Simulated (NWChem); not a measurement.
System: C$_{2}$H$_{6}$OSi; SMILES C=C[SiH2]O

Excerpt of the output:

```
             Northwest Computational Chemistry Package (NWChem) 7.3.0
             --------------------------------------------------------

                             Geometry "geometry" -> ""
                             -------------------------

 Output coordinates in angstroms (scale by  1.889725989 to convert to a.u.)

  No.       Tag          Charge          X              Y              Z
 ---- ---------------- ---------- -------------- -------------- --------------
    1 Si                  14.0000    -0.52803000     0.69507700    -0.03707100
    2 O                    8.0000     1.03699500     1.27722100    -0.04996700
    3 C                    6.0000    -0.53004000    -1.17185500     0.03492000
    4 C                    6.0000     0.59532100    -1.88922200    -0.06397200
    5 H                    1.0000    -1.15839800     1.18898600    -1.29330600
    6 H                    1.0000    -1.30037000     1.22955900     1.13134900
    7 H                    1.0000     1.52536200     1.20247700     0.77469900
    8 H                    1.0000    -1.48144000    -1.70640600     0.16354000
    9 H                    1.0000     1.56807100    -1.40209500    -0.19906400
   10 H                    1.0000     0.60094100    -2.98428600    -0.02140100

 Effective nuclear repulsion energy (a.u.)     159.3223691431

                                 NWChem DFT Module
                                 -----------------

 Summary of "ao basis" -> "ao basis" (spherical)
 ------------------------------------------------------------------------------
       Tag                 Description            Shells   Functions and Types
 ---------------- ------------------------------  ------  ---------------------
 Si                         def2-svp                 8       18   4s3p1d
 O                          def2-svp                 6       14   3s2p1d
 C                          def2-svp                 6       14   3s2p1d
 H                          def2-svp                 3        5   2s1p

 in cosmo_initialize ...
 calling solv_data for solv:toluene

 solvent parameters
 solvname_short: toluene
 solvname_long:  toluene
 dielec:        2.3741
 dielecinf:     2.2383
 nonaqueous SMD model solvent descriptors
 dielec:        2.3741
 sola:          0.0000
 solb:          0.1400
 solc:          0.8570
 solg:         40.2000
 solh:          0.0000
 soln:          1.4961

          ---------------
          -cosmo- solvent
          ---------------
 Cosmo: York-Karplus, doi: 10.1021/jp992097l
 dielectric constant -eps-     =   2.37
 screen = (eps-1)/(eps    )    =   0.57879
 surface charge correction     = lagrangian

   van der Waals surface
 --------------------------

[...]

                                COSMO-SMD solvation results
                                ---------------------------

             internal energy in gas <Psi(g)|H|Psi(g)> =      -444.037884830919
         internal energy in solvent <Psi(s)|H|Psi(s)> =      -444.037727529339
                               delta internal energy  =         0.000157301580 (    0.10 kcal/mol)
   total free energy in solvent <Psi(s)|H+V/2|Psi(s)> =      -444.041003903870
 polarization energy contribution <Psi(s)|V/2|Psi(s)> =        -0.003276374531 (   -2.06 kcal/mol)
    total free energy in solvent including G(SMD-CDS) =      -444.041972203155
                       G(SMD-CDS) energy contribution =        -0.000968299285 (   -0.61 kcal/mol)
     1 M fixed-concentration free energy of solvation =        -0.004087372236 (   -2.56 kcal/mol)

                       DFT Final Molecular Orbital Analysis
                       ------------------------------------

 Vector   18  Occ=2.000000D+00  E=-3.365080D-01
              MO Center= -7.0D-02,  6.0D-01,  2.0D-03, r^2= 3.6D+00
   Bfn.  Coefficient  Atom+Function         Bfn.  Coefficient  Atom+Function
  ----- ------------  ---------------      ----- ------------  ---------------
    24      0.301703   2 O  pz               22     -0.233521   2 O  px
    66     -0.227296   6 H  s                27      0.213710   2 O  pz
    61      0.205274   5 H  s                10     -0.181486   1 Si pz
    25     -0.180017   2 O  px               67     -0.168291   6 H  s
    62      0.155768   5 H  s                21     -0.124452   2 O  s

 Vector   19  Occ=2.000000D+00  E=-3.087167D-01
              MO Center=  4.0D-03,  1.8D-02,  1.3D-02, r^2= 3.6D+00
   Bfn.  Coefficient  Atom+Function         Bfn.  Coefficient  Atom+Function
  ----- ------------  ---------------      ----- ------------  ---------------
    23      0.359847   2 O  py               37      0.321119   3 C  py
    26      0.282666   2 O  py               35      0.233095   3 C  s
     9     -0.190009   1 Si py               40      0.176717   3 C  py
    76     -0.161607   8 H  s                66     -0.151047   6 H  s
    86      0.144909  10 H  s                51     -0.131244   4 C  py

 Vector   20  Occ=2.000000D+00  E=-2.903920D-01
              MO Center= -1.2D-01, -1.1D+00, -3.7D-03, r^2= 2.9D+00
   Bfn.  Coefficient  Atom+Function         Bfn.  Coefficient  Atom+Function
  ----- ------------  ---------------      ----- ------------  ---------------
    52      0.373765   4 C  pz               38      0.360417   3 C  pz
    55      0.259889   4 C  pz               41      0.249149   3 C  pz
    66     -0.156524   6 H  s                61      0.143745   5 H  s
    67     -0.138885   6 H  s                62      0.127849   5 H  s
    10     -0.087550   1 Si pz               15     -0.055877   1 Si d -1

 Vector   21  Occ=0.000000D+00  E=-1.091352D-02
              MO Center= -1.2D-02, -1.3D+00, -1.5D-02, r^2= 2.8D+00
   Bfn.  Coefficient  Atom+Function         Bfn.  Coefficient  Atom+Function
  ----- ------------  ---------------      ----- ------------  ---------------
    55      0.597636   4 C  pz               41     -0.527229   3 C  pz
    52      0.416945   4 C  pz               38     -0.351992   3 C  pz
    62     -0.306438   5 H  s                13     -0.270012   1 Si pz
    67      0.188828   6 H  s                11     -0.160321   1 Si px
    15      0.103611   1 Si d -1             61     -0.099733   5 H  s

 Vector   22  Occ=0.000000D+00  E= 3.648970D-02
              MO Center=  8.0D-02,  6.1D-01,  2.2D-01, r^2= 4.6D+00
   Bfn.  Coefficient  Atom+Function         Bfn.  Coefficient  Atom+Function
  ----- ------------  ---------------      ----- ------------  ---------------
    11      0.883513   1 Si px               21     -0.792187   2 O  s
    49     -0.545039   4 C  s                72      0.503259   7 H  s
    35      0.340875   3 C  s                67      0.290516   6 H  s
    12      0.280060   1 Si py               87      0.253893  10 H  s
    82      0.238734   9 H  s                 8      0.193680   1 Si px

 Vector   23  Occ=0.000000D+00  E= 8.962543D-02
              MO Center= -8.8D-01,  4.0D-01,  1.2D-02, r^2= 5.0D+00
   Bfn.  Coefficient  Atom+Function         Bfn.  Coefficient  Atom+Function
  ----- ------------  ---------------      ----- ------------  ---------------
    35      1.632032   3 C  s                12      1.454098   1 Si py
    77     -0.801481   8 H  s                62     -0.524116   5 H  s
    67     -0.520529   6 H  s                 4     -0.405804   1 Si s
     3      0.373076   1 Si s                40      0.361425   3 C  py
    11     -0.276281   1 Si px               87     -0.233723  10 H  s

     Multipole analysis of the density
     ---------------------------------

     L   x y z        total         alpha         beta         nuclear
     -   - - -        -----         -----         ----         -------
     0   0 0 0     -0.000000    -20.000000    -20.000000     40.000000

     1   1 0 0      0.127587     -0.927738     -0.927738      1.983063
     1   0 1 0     -0.428133      0.626277      0.626277     -1.680686
     1   0 0 1      0.563526      0.789367      0.789367     -1.015208

     2   2 0 0    -22.537131    -58.929068    -58.929068     95.321006
     2   1 1 0      0.074097      0.340450      0.340450     -0.606802
     2   1 0 1      1.861306      0.642525      0.642525      0.576256
     2   0 2 0    -24.133761   -132.811222   -132.811222    241.488684
     2   0 1 1      1.300156     -0.166138     -0.166138      1.632433
     2   0 0 2    -24.887933    -19.033765    -19.033765     13.179597
```

Level: PBE0/def2-SVP, SMD on the gas-phase geometry. Structure relaxed at the PBE0/def2-SVP level. Solvent: toluene.

**Question.** Which NWChem input produces such a log?

**Answer.** This is not unique; one that fits is the input that was run:
```
start job
memory heap 200 mb stack 900 mb global 1100 mb
geometry units angstroms noautosym nocenter noautoz
  Si    -0.528030     0.695077    -0.037071
  O      1.036995     1.277221    -0.049967
  C     -0.530040    -1.171855     0.034920
  C      0.595321    -1.889222    -0.063972
  H     -1.158398     1.188986    -1.293306
  H     -1.300370     1.229559     1.131349
  H      1.525362     1.202477     0.774699
  H     -1.481440    -1.706406     0.163540
  H      1.568071    -1.402095    -0.199064
  H      0.600941    -2.984286    -0.021401
end
basis spherical
  * library def2-svp
end
dft
  xc pbe0
  iterations 150
end
cosmo
  do_cosmo_smd true
  solvent toluene
end
task dft energy
```
